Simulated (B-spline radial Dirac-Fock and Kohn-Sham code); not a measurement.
**The Na-like isoelectronic sequence (11 electrons), Z = 32 to 40**

Calculated with a radial finite-basis atomic code, using multi-electron Dirac-Fock with separately optimised hole states, Breit and Lamb-shift corrections added in first order. Binding energies in eV, tabulated ground configurations ([Ne] 3s1 throughout). Correlation energy is missing from these numbers.

| ion | 2p1/2 | 2p3/2 | outermost level | NIST ionisation energy |
| --- | --- | --- | --- | --- |
| Ge²¹⁺ | 2148.4 | 2116.0 | 879.7 (3s) | 880.44 ± 0.03 |
| As²²⁺ | ? | ? | ? | ? |
| Se²³⁺ | 2514.1 | 2471.4 | 1035.6 (3s) | 1036.36 ± 0.03 |
| Br²⁴⁺ | 2708.0 | 2659.4 | 1118.4 (3s) | 1119.17 ± 0.04 |
| Kr²⁵⁺ | 2909.4 | 2854.3 | 1204.5 (3s) | 1205.23 ± 0.04 |
| Rb²⁶⁺ | 3118.3 | 3056.0 | 1293.8 (3s) | 1294.57 ± 0.04 |
| Sr²⁷⁺ | 3334.8 | 3264.6 | 1386.4 (3s) | 1387.19 ± 0.05 |
| Zr²⁹⁺ | 3790.6 | 3702.5 | 1581.6 (3s) | 1582.37 ± 0.05 |

Q: Fill in the row of As²²⁺.

A: 2p1/2 2327.6, 2p3/2 2290.3, outermost 956.1 (3s), NIST 956.79 ± 0.03 eV.

NIST's values are for the lowest levels; a dash marks a value that is missing or belongs to another shell. Their kind here: semi-empirical.
